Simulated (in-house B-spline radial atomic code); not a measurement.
PBE hybrid excitations of the krypton ion Kr⁶⁺

Method: PBE hybrid with 1 exact exchange. Computed with an all-electron radial atomic-structure program (B-spline basis): linear response of the closed shell [Ar] 3d10 4s2 with the functional's adiabatic kernel; scalar-relativistic (spin-free one-electron X2C), finite nucleus, no spin-orbit coupling, no double excitations, S, P, D and F terms only; shells from n = 2 respond. Only terms of natural parity with L up to 3 were computed.

Command:
```bash
python run_td.py task.json out
```
Settings (radii: box in bohr, nucleus in fm):
```
Z                        36
electrons                30
configuration            [Ar] 3d10 4s2
hamiltonian              x2c
method                   pbeh
box_radius               14.35
exact_exchange_fraction  1
rms_radius               4.1884
intervals                70
```

Run time, properties included: 2.1 s on 1 thread of Arm Neoverse N1, with other jobs on the host.

The lowest states, in the order of their Tamm-Dancoff energies; the method's threshold (minus the highest occupied level) is 108.20 eV. Labels give the largest channel, * marks a mixed state, and oscillator strengths are full-response dipole values. Semilocal kernels can invert the small singlet-triplet splittings of Rydberg terms. Energies in eV:

| state | full response | Tamm-Dancoff | oscillator strength |
| --- | --- | --- | --- |
| 4s → 4p 3P | 13.540 | 14.074 | - |
| 4s → 4p 1P | 20.214 | 20.709 | 1.57 |
| 4s → 4d 3D | 42.56 | 42.59 | - |
| 4s → 4d 1D | ? | ? | - |
| 4s → 5s 3S | 53.72 | 53.73 | - |
| 4s → 5s 1S | 54.96 | 55.00 | - |
| 4s → 5p 3P | 60.76 | 60.77 | - |
| 4s → 5p 1P | 61.30 | 61.34 | 0.0919 |
| 4s → 4f 3F | ? | ? | - |
| 4s → 4f 1F | 65.18 | 65.18 | - |

Question: Where does 4s → 4f 3F lie?

Answer: At 64.52 eV in full response, 64.53 eV in Tamm-Dancoff.

Question: Where does 4s → 4d 1D lie?

Answer: At 44.65 eV in full response, 44.70 eV in Tamm-Dancoff.

Question: How large is the singlet-triplet splitting of 4s → 4p (P terms) in Tamm-Dancoff?

Answer: 6.63 eV, from the unrounded values.

Question: What polarisabilities and dispersion coefficient does the method give?

Answer: Dipole 3.095 bohr³, quadrupole 3.092 bohr⁵, C6 6.211 hartree·bohr⁶ for two such species.
